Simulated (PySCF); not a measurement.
Species: C4H12Si.
SMILES with atom numbers: `[CH3:1][Si:2]([CH3:3])([CH3:4])[CH3:5]` (hydrogens: H6, H7, H8 on C1; H9, H10, H11 on C3; H12, H13, H14 on C4; H15, H16, H17 on C5)

Structure used (PBE0-D3(BJ)/def2-SVP), in Å, numbered top down from 1:
```
atom  x, y, z in Å
C1    -0.715   -0.887   -1.501
Si2   -0.002    0.000    0.001
C3     0.283    1.815   -0.420
C4    -1.209   -0.129    1.442
C5     1.637   -0.796    0.482
H6    -1.674   -0.443   -1.811
H7    -0.890   -1.953   -1.285
H8    -0.024   -0.828   -2.357
H9     0.699    2.364    0.439
H10   -0.658    2.307   -0.712
H11    0.990    1.919   -1.259
H12   -2.179    0.330    1.191
H13   -1.395   -1.180    1.713
H14   -0.818    0.384    2.335
H15    1.505   -1.860    0.734
H16    2.366   -0.735   -0.342
H17    2.078   -0.296    1.358
```

Theory: PySCF 2.14.0, PBE0-D3(BJ)/def2-SVP geometry optimisation, gas phase.

Take the most abundant isotopes and a rigid rotor. 

Problem. What are A, B and C (GHz)?

Solution. Ia = 164.02, Ib = 164.17, Ic = 164.19 u·Å²; 505379 MHz·u·Å²/I gives 3081, 3078 and 3078 MHz, that is A = 3.0812, B = 3.0784, C = 3.0780 GHz.

Problem. Classify the top.

Solution. A spherical top, as the point group Td requires three equal moments; the computed ones differ by 0.10 % because the geometry is symmetric only within the optimiser's tolerance.

The point group Td allows no dipole (computed: 0.00 D), so a rigid rotor has no electric-dipole lines.

No PBE0-D3(BJ)/def2-SVP frequencies stand behind this structure, so it isn't proved a minimum. Constants of a rigid frame at the computed geometry: no zero-point averaging, no centrifugal distortion.
